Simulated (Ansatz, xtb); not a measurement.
**Relaxing a trial structure of BF3GeHN**

The starting geometry of this gas-phase singlet was built from a drawn formula by distance geometry and a force field; its bonds are those of `F[B]1[NH][Ge]1([F])[F]`.

```xyz
7

B    -0.0880   -2.5747    0.7168
F    -0.4570   -3.7687    1.5716
F     2.7255   -1.5034    0.2364
F     1.1118   -2.5978   -2.0553
Ge    1.1625   -1.6120   -0.6068
N    -0.3933   -1.1971    0.2703
H    -0.1027   -0.5523    1.0478
```

Question: Predict what it relaxes into with r2SCAN-D4/def2-SVP.

Answer: It keeps its bonds, and is `F[B]1[NH][Ge]1([F])[F]`. Distances that change by over a tenth: B1–F2 (1.51 → 1.31 Å).

The energy falls by 4.25 eV over 12 steps:

| step | E − E(last) (eV) |
| --- | --- |
| 1 | 4.251 |
| 2 | 2.311 |
| 3 | 1.230 |
| 5 | 0.344 |
| 6 | 0.101 |
| 7 | 0.038 |
| 8 | 0.009 |
| 10 | 0.000 |
| 11 | 0.000 |
| 12 | 0.000 |

Final geometry (Å):

```
atom    x (Å)    y (Å)    z (Å)
   B  -0.0814  -2.6739   0.9086
   F  -0.7187  -3.5212   1.6771
   F   2.8835  -1.4826  -0.1554
   F   1.1829  -2.0091  -2.1406
  Ge   1.3479  -2.2397  -0.4299
   N  -0.0534  -1.3515   0.5351
   H  -0.6019  -0.5280   0.7861
```

From the same start GFN2-xTB ends elsewhere, in pieces: BFHN + F2Ge.

The end wasn't checked by frequencies. Run with Ansatz 0.2.0, 19 s on 2 threads of Intel(R) Xeon(R) 6975P-C (Granite Rapids), on a shared host.
